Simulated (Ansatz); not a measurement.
Job for Ansatz (a program for electronic structure): U-CCSD(T)/def2-TZVPP on IrCl, 2S+1 = 3, a spin state set in the input, which need not be the lowest, a point of a bond scan (R = 2.155 Å). Elements past Kr take the def2 small-core potentials; no spin–orbit coupling.

Ansatz 0.2 input:
```yaml
crystal:
  periodic: [false, false, false]
  atoms:
    - {symbol: Ir, position_ang: [0.00000000, 0.00000000, 0.00000000]}
    - {symbol: Cl, position_ang: [0.00000000, 0.00000000, 2.15454200]}
basis:
  gaussian:
    orbitals: def2-TZVPP
magnetization: {spin_polarized: true, initial_magnetization: 2}
correlation: {method: ccsd_t, electrons: valence}
output: {orbitals: {seedname: ./end}}
```

Q: Predict the final total energy.

A: -563.6988 hartree (reference determinant -562.9819, T1 diagnostic 0.030).

Q: How many basis functions does it have, and what does it roughly cost on one machine?

A: 98 functions; roughly 6 core-minutes.
